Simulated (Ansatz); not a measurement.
Input for Ansatz (an electronic-structure program):
Ansatz 0.2 input:
```yaml
crystal:
  periodic: [false, false, false]
  atoms:
    - {symbol: I, position_ang: [-0.00000000, -0.00000000, -1.33192124]}
    - {symbol: I, position_ang: [0.00000000, 0.00000000, 1.33192124]}
basis:
  gaussian:
    orbitals: def2-SVP
hamiltonian:
  xc: b3lyp5
```

Problem. Give the total energy at the level B3LYP5/def2-SVP (Ansatz).

Solution. -595.4117 Eh

Problem. What is the computed number of basis functions (B3LYP5/def2-SVP)?

Solution. 52
